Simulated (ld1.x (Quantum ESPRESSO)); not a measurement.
Logarithmic derivatives: hafnium (Hf), TM

```
Element                 : Hf
Generator               : ld1.x (Quantum ESPRESSO) 7.5
Type                    : norm-conserving Troullier–Martins (Kleinman–Bylander form)
Functional              : BP86
Relativity              : scalar-relativistic
Frozen core             : [Xe] 4f14
Valence charge          : 4
Reference configuration : 5d2 6s1 6p1
Partial waves           : 6s (bound): rc 2.95 bohr; 5d (bound): rc 1.70 bohr; 6p (bound): rc 2.85 bohr
Local potential         : the p channel
Core correction         : a·sin(br)/r model core, default radius (core density twice the valence density)
```

The phase is arctan(r·u′/u) with u = r·R(r), unwrapped; energies in Ry, scanned from -2 to 5 Ry. A pole is an energy at which the radial function vanishes at the test radius. The pseudo phase is shifted by a multiple of π to meet the all-electron one at the reference energy, and phase errors are pseudo minus all-electron; the curves can meet again beyond the range given. Levels narrower than the energy grid can be missing from the lists of poles.

```csv
channel,radius (bohr),reference energy (Ry),"poles, all-electron","poles, pseudo",unbroken range about the reference energy with phases within 0.05 rad,phase error 1 Ry above the reference energy (rad)
s,3.21,-0.45,0.85,"-1.47, 1.02",-1.1 to 1.8,+0.021
p,3.21,-0.16,2.01,"1.31, 4.34",below 0.2,-0.084
d,3.21,-0.30,"0.06, 4.13",0.08,below 0.6,+0.057
```

Note: ghost state, extra bound levels that the all-electron valence spectrum of the same l lacks: s at -20.3 eV. A true bound ghost makes a file unfit for plane-wave use.

Phases in the p channel:

```tsv
E (Ry)	all-electron	pseudo
-2.00	1.340	1.321
-1.76	1.317	1.302
-1.52	1.290	1.277
-1.28	1.257	1.245
-1.04	1.212	1.202
-0.80	1.149	1.140
-0.56	1.050	1.044
-0.32	0.876	0.874
-0.08	0.526	0.525
0.16	-0.146	-0.179
0.40	-0.799	-0.869
0.64	-1.134	-1.212
0.88	-1.302	-1.388
1.12	-1.400	-1.499
1.36	-1.465	-1.588
1.60	-1.511	-1.680
1.84	-1.548	-1.808
2.08	-1.579	-2.093
2.32	-1.606	-3.140
2.56	-1.632	-4.149
2.80	-1.658	-4.415
3.04	-1.685	-4.524
3.28	-1.716	-4.585
3.52	-1.754	-4.627
3.76	-1.802	-4.657
4.00	-1.871	-4.682
4.24	-1.981	-4.704
4.48	-2.186	-4.723
4.72	-2.643	-4.742
4.96	-3.468	-4.761
```
